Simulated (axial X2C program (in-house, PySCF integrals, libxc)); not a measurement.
Bond lengths and stretching modes, held linear, of ClInCl⁻

Computed with an in-house all-electron X2C program for linear molecules (integrals from PySCF): two-component X2C with atomic mean-field Coulomb and Gaunt terms, Gaussian nuclei, basis Cl dyall-av3z, In dyall-v3z with contracted cores. Spin-free rows use the one-electron spin-free X2C Hamiltonian.

Masses Cl 34.969, In 114.904, Cl 34.969 u. States: 2c Ω = 0 (all partner blocks equally filled); spin-free M_S = 0, Λ = 0 (closed shell).

HF, spin-free: energies above the lowest point

| r(Cl–In) (Å) | r(In–Cl) (Å) | E (meV) |
| --- | --- | --- |
| 2.7105 | 2.7105 | 98.54 |
| 2.7105 | 2.7800 | 60.50 |
| 2.7105 | 2.8495 | 36.46 |
| 2.7800 | 2.7105 | 60.50 |
| 2.7800 | 2.7800 | 29.18 |
| 2.7800 | 2.8495 | 11.54 |
| 2.7800 | 2.9190 | 4.52 |
| 2.8495 | 2.7105 | 36.46 |
| 2.8495 | 2.7800 | 11.54 |
| 2.8495 | 2.8495 | 0.00 |
| 2.9190 | 2.7800 | 4.52 |
| 2.9190 | 2.9190 | 3.06 |

**Question.** Fit a quadratic surface with cubic terms in each bond: where is the minimum, and what are the two stretching wavenumbers?

**Answer.** At HF, spin-free: bonds 2.875 and 2.875 Å; harmonic stretches 93.2 and 158.1 cm⁻¹; force constants 0.313, 0.313 and coupling 0.20 mdyn/Å.

The other levels and Hamiltonians give:

```csv
Hamiltonian,level,r(Cl–In) (Å),r(In–Cl) (Å),lower stretch (cm⁻¹),upper stretch (cm⁻¹)
2c,PBE0,2.778,2.778,143.2,169.8
2c,HF,2.876,2.876,92.9,158.1
2c,PBE,2.790,2.790,147.9,167.6
2c,MP2,2.750,2.750,152.5,173.9
spin-free,PBE0,2.777,2.777,143.4,169.8
spin-free,PBE,2.789,2.789,148.0,167.7
spin-free,MP2,2.749,2.749,152.7,173.9
```

Each state is one determinant, the lowest of a limited PBE0 search; the stretches come from a fit to these few points and carry an uncertainty of a few per cent. Other orders of the atoms were not compared. The levels spread by more than a fifth, so the stretches depend strongly on the method. MP2 freezes inner shells (threshold -2 hartree). For an anion the highest level of a functional can be positive, and the basis then holds the extra electron. The molecule was held linear; bending was not examined, so a bent shape may lie lower.
